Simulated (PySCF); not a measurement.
Basis-set dependence of population analyses: `C=C=C=CC[SiH3]`

Compound: C5H8Si.
Atom-mapped SMILES: `[CH2:1]=[C:2]=[C:3]=[CH:4][CH2:5][SiH3:6]` (hydrogens: H7, H8 on C1; H9 on C4; H10, H11 on C5; H12, H13, H14 on Si6)

PBE0 throughout (PySCF), one geometry, spherical d and f functions. One conformer (not necessarily the lowest) at the PBE0-D3(BJ)/def2-SVP geometry, without solvent, vibrations or thermal averaging. Atoms taken as equivalent share a column and are averaged. The first 7 of 10 kinds of atom are listed.

Mulliken charges (e):

```json
{"basis": "STO-3G", "functions": "42", "C1": "-0.185", "C2": "-0.031", "C3": "-0.048", "C4": "-0.090", "C5": "-0.301", "Si6": "+0.547", "H7/H8": "+0.095"}
{"basis": "6-31G", "functions": "74", "C1": "-0.422", "C2": "+0.015", "C3": "+0.013", "C4": "-0.181", "C5": "-0.680", "Si6": "+0.546", "H7/H8": "+0.187"}
{"basis": "6-31G*", "functions": "104", "C1": "-0.616", "C2": "+0.180", "C3": "+0.194", "C4": "-0.378", "C5": "-0.590", "Si6": "+0.372", "H7/H8": "+0.198"}
{"basis": "def2-SVP", "functions": "128", "C1": "-0.220", "C2": "+0.009", "C3": "+0.102", "C4": "-0.232", "C5": "-0.252", "Si6": "+0.370", "H7/H8": "+0.083"}
{"basis": "6-311+G(2d,p)", "functions": "218", "C1": "-0.882", "C2": "+0.640", "C3": "+0.732", "C4": "-0.797", "C5": "-0.663", "Si6": "+0.383", "H7/H8": "+0.139"}
{"basis": "def2-TZVP", "functions": "240", "C1": "-0.318", "C2": "+0.013", "C3": "-0.048", "C4": "-0.177", "C5": "-0.292", "Si6": "+0.152", "H7/H8": "+0.152"}
```

IAO charges (e):

| basis | functions | C1 | C2 | C3 | C4 | C5 | Si6 | H7/H8 |
| --- | --- | --- | --- | --- | --- | --- | --- | --- |
| STO-3G | 42 | -0.290 | -0.023 | -0.039 | -0.143 | -0.503 | +0.651 | +0.145 |
| 6-31G | 74 | -0.343 | -0.014 | -0.057 | -0.144 | -0.511 | +0.456 | +0.171 |
| 6-31G* | 104 | -0.332 | -0.014 | -0.059 | -0.140 | -0.522 | +0.585 | +0.166 |
| def2-SVP | 128 | -0.326 | -0.015 | -0.060 | -0.137 | -0.520 | +0.601 | +0.163 |
| 6-311+G(2d,p) | 218 | -0.348 | -0.016 | -0.063 | -0.144 | -0.537 | +0.614 | +0.173 |
| def2-TZVP | 240 | -0.347 | -0.015 | -0.063 | -0.143 | -0.540 | +0.623 | +0.173 |

Hirshfeld charges (e):

```tsv
basis	functions	C1	C2	C3	C4	C5	Si6	H7/H8
STO-3G	42	-0.056	-0.045	-0.063	-0.014	-0.076	+0.355	+0.036
6-31G	74	-0.094	-0.039	-0.054	-0.021	-0.129	+0.283	+0.057
6-31G*	104	-0.093	-0.040	-0.053	-0.021	-0.131	+0.285	+0.057
def2-SVP	128	-0.097	-0.036	-0.050	-0.026	-0.141	+0.316	+0.057
6-311+G(2d,p)	218	-0.099	-0.039	-0.052	-0.035	-0.151	+0.320	+0.059
def2-TZVP	240	-0.102	-0.037	-0.050	-0.032	-0.152	+0.313	+0.059
```

Question: Which scheme is steadiest as the basis changes?

Answer: Largest range over the bases for any column: Hirshfeld 0.08 e, IAO 0.20 e, Mulliken 0.78 e. Hirshfeld charges move least and Mulliken charges most, counted in e. Without the minimal STO-3G basis the ranges are Hirshfeld 0.04, IAO 0.17, Mulliken 0.78 e.

Question: How much do the charges still move between the two largest bases, 6-311+G(2d,p) and def2-TZVP?

Answer: At most, over all atoms: Mulliken 0.780 e, IAO 0.009 e, Hirshfeld 0.007 e.

Question: What do the same runs give for the total energy, the frontier levels and the dipole moment?

Answer: 
```tsv
basis	energy (Eh)	HOMO (eV)	LUMO (eV)	μ (D)
STO-3G	-478.6677	-4.45	1.50	0.98
6-31G	-484.2739	-6.35	-1.08	0.65
6-31G*	-484.3450	-6.34	-1.13	0.67
def2-SVP	-484.1392	-6.55	-1.38	0.64
6-311+G(2d,p)	-484.4309	-6.60	-1.52	0.72
def2-TZVP	-484.4476	-6.59	-1.48	0.72
```

The dipole is fixed by the density alone, so its range of 0.34 D shows that the density itself changes with the basis, not only its division among atoms.
